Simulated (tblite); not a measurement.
Compound: C₃H₉FSi₂.
Geometry (GFN2-xTB, Å), atoms numbered from 1 in this order:
```xyz
15
C3H9FSi2 angstrom
F     -1.4675    2.0463   -0.3714
C     -0.2698    1.4114   -0.1306
C     -0.4512   -0.0726   -0.0806
Si    -2.2196   -0.6795   -0.3917
C      0.5876   -0.8725    0.1647
Si     2.3625   -0.3285    0.4707
H      0.1079    1.8079    0.8190
H      0.4089    1.7099   -0.9383
H     -3.1026   -0.1190    0.6295
H     -2.1887   -2.1416   -0.2976
H     -2.6360   -0.2581   -1.7288
H      0.3903   -1.9372    0.1856
H      2.8691    0.4009   -0.6967
H      3.1807   -1.5179    0.7064
H      2.4241    0.5583    1.6378
```

Computed values, GFN2-xTB/tblite, gas phase, harmonic and unscaled. The method is semi-empirical: single wavenumbers can be off by several per cent or more. Modes of hydrogen on silicon can be 10 to 20 % off. One conformer, not necessarily the lowest.

Harmonic wavenumbers (cm⁻¹): 32.3, 80.4, 116.9, 140.4, 145.3, 162.5, 303.1, 358.5, 447.8, 516.8, 538.4, 557.7, 571.1, 691.5, 768.5, 776.5, 780.0, 780.7, 788.0, 795.5, 797.2, 812.3, 956.4, 1035.2, 1096.9, 1203.3, 1290.5, 1303.9, 1425.9, 1640.5, 2227.7, 2236.5, 2249.3, 2271.4, 2274.3, 2280.5, 2912.6, 2927.5, 3033.3.

A = 3483, B = 1225, C = 930.7 MHz; mass 120.023 u (most abundant isotopes); point group Cs, symmetry number 1.

Question: What is the zero-point energy?

Answer: Half the sum of the wavenumbers: 21664 cm⁻¹ = 61.94 kcal/mol.

Question: Entropy at 400 K, 1 bar (ideal gas, RRHO, classical rotation)?

Answer: Translation 41.75, rotation 29.66, vibration 38.34: S = 109.7 cal/(mol K).

Question: And Cp and H(400 K) − H(0)?

Answer: Cp = 44.56 cal/(mol K), of which vibrations give 36.61 (their classical limit is 39 R = 77.5); H(400 K) − H(0) = 10.92 kcal/mol without the zero-point energy, 7.74 from vibrations.

Question: How do the functions run with temperature in this model?

Answer: 
```csv
T (K),S (cal/(mol K)),Cp (cal/(mol K)),H − H(0) (kcal/mol),G − H(0) (kcal/mol),ln q(vib)
50,58.6,13.5,0.51,-2.41,0.68
100,69.6,18.5,1.32,-5.64,1.97
298.15,97.8,36.7,6.77,-22.40,7.04
373.15,106.7,42.7,9.75,-30.07,8.90
500,120.4,50.7,15.69,-44.49,11.95
750,143.1,61.5,29.82,-77.53,17.57
1000,161.8,68.4,46.12,-115.73,22.64
```

q(vib) and H(0) count from the zero-point level.

Question: What must be added to the electronic energy to get the Gibbs energy at 400 K and 1 bar?

Answer: ZPE + [H(400 K) − H(0)] − T·S = 61.94 + 10.92 − 43.90 = 28.96 kcal/mol.

Question: Which modes carry the vibrational entropy at 400 K?

Answer: 32.3 cm⁻¹: 6.27; 80.4 cm⁻¹: 4.46; 116.9 cm⁻¹: 3.72; 140.4 cm⁻¹: 3.37; 145.3 cm⁻¹: 3.30; 162.5 cm⁻¹: 3.08 cal/(mol K); the other 33 give 14.14 together.

Question: Blend soft modes into free rotors: weight 1/[1 + (100 cm⁻¹/ν̃)⁴] for the oscillator and the rest for a rotor with moment μB/(μ + B), μ = h/(8π²ν), B = 10⁻⁴⁴ kg m². What vibrational entropy results?

Answer: 35.08 cal/(mol K) in place of 38.34, which changes −T·S at 400 K by +1.30 kcal/mol.

Hindered rotation and anharmonicity are outside this model. Other conformers, if any are populated, would add a mixing term that is left out.
